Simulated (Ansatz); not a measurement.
Start from `C[S][AlH][CH2]F` and change one atom or group to get `F[CH2][AlH2]`.

Ansatz, PBE0-D4/def2-TZVP geometries, multiplicity 1. Each molecule was computed in one conformer, which needn't be the lowest.

```
                                      property  `C[S][AlH][CH2]F`
             LUMO energy (PBE/def2-TZVPP) / eV              -1.78
            HOMO energy (PBE0/def2-TZVPP) / eV              -7.22
       HOMO–LUMO gap (ωB97M-V/def2-TZVPP) / eV               9.96
          HOMO–LUMO gap (PBE0/def2-TZVPP) / eV               6.18
size of the dipole moment (PBE/def2-TZVPP) / D               0.94
           LUMO energy (B3LYP/def2-TZVPP) / eV              -1.24
```

**Question.** What does the change do to each property? (Best estimate.)

**Answer.** Computed: 
| property | `F[CH2][AlH2]` | shift |
| --- | --- | --- |
| LUMO energy (PBE/def2-TZVPP) / eV | -2.37 | -0.59 |
| HOMO energy (PBE0/def2-TZVPP) / eV | -7.84 | -0.62 |
| HOMO–LUMO gap (ωB97M-V/def2-TZVPP) / eV | 10.11 | 0.15 |
| HOMO–LUMO gap (PBE0/def2-TZVPP) / eV | 6.24 | 0.06 |
| size of the dipole moment (PBE/def2-TZVPP) / D | 1.39 | 0.45 |
| LUMO energy (B3LYP/def2-TZVPP) / eV | -1.84 | -0.60 |

With PBE0 the HOMO falls by 0.62 eV and the LUMO falls by 0.56 eV, so the gap widens by about 0.06 eV. PBE moves the HOMO by -0.33 eV and ωB97M-V by -0.73 eV. Dipoles are sizes alone; their direction can turn.

B3LYP here is the variant with VWN-RPA as its local correlation; programs differ in this.
